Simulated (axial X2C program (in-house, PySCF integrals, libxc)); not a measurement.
Which molecule has these constants?

All values come from calculations with an in-house all-electron X2C program for linear molecules (integrals from PySCF), spin-free (one-electron X2C) or two-component (2c: spin–orbit coupling with atomic mean-field Coulomb and Gaunt terms, which also bring small scalar terms), in Dyall basis sets with cores contracted in-house; open shells are unrestricted.

A two-component PBE0 calculation in a Dyall 3-zeta basis gave Re = 2.071 Å, ωe = 638.2 cm⁻¹, Ω = 0.

Which molecule is it?
A. CrS⁺
B. MnS⁺
C. GeS⁺
D. AsS⁺
E. ScS⁺

E. The others have CrS⁺ 2.102 Å and 405.8 cm⁻¹ (Ω = 3/2); MnS⁺ 2.144 Å and 417.5 cm⁻¹ (Ω = 1); GeS⁺ 2.167 Å and 455.9 cm⁻¹ (Ω = 3/2); AsS⁺ 1.935 Å and 684.3 cm⁻¹ (Ω = 0).

Each entry is the lowest single determinant of a limited PBE0 search at one distance. De goes to single-determinant-based atoms at the same level (for ions the charge split of lowest energy) and is withheld (n/a) where an atom does not fit its ground term or J level. Main or longest-lived isotopes. One determinant is a doubtful description, or other states lie close, for CrS⁺, MnS⁺; these need not be ground states, and all values refer to the states named. Some open-shell Ω = 0 determinants are out of reach, so the Ω given for MnS⁺ need not be the lowest component. With several unpaired electrons the Ω given is that of one determinant, not necessarily of the lowest component. Some light 2c atoms are not at their ground J level, so De misses part of their lowering (0.04 eV or less). The functionals have no current term, which raises determinants with orbital currents.
